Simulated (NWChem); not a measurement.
Molecule: C$_{3}$H$_{5}$NSi; SMILES C1=C[SiH2]C=N1

All runs: NWChem. B3LYP is NWChem's, with the RPA form of VWN correlation. Each level has its own optimisation; frequencies are unscaled. Brackets give each atom's bonded neighbours. One conformer.

```tsv
level	r C–C (Å)	r C–N [C(CHN)–N(CC)] (Å)	r C–H [C(CHN)–H(C)] (Å)	r C–Si [C(CHSi)–Si(CCHH)] (Å)	highest harmonic frequency (cm⁻¹)	lowest (cm⁻¹)	zero-point energy (kcal/mol)	dipole (D)
B3LYP/3-21G	1.344	1.470	1.082	1.903	3248	265	43.9	1.72
Hartree-Fock/STO-3G	1.315	1.486	1.086	1.843	3746	325	53.2	2.50
PBE0/def2-SVP	1.348	1.425	1.095	1.863	3254	250	44.3	1.55
```
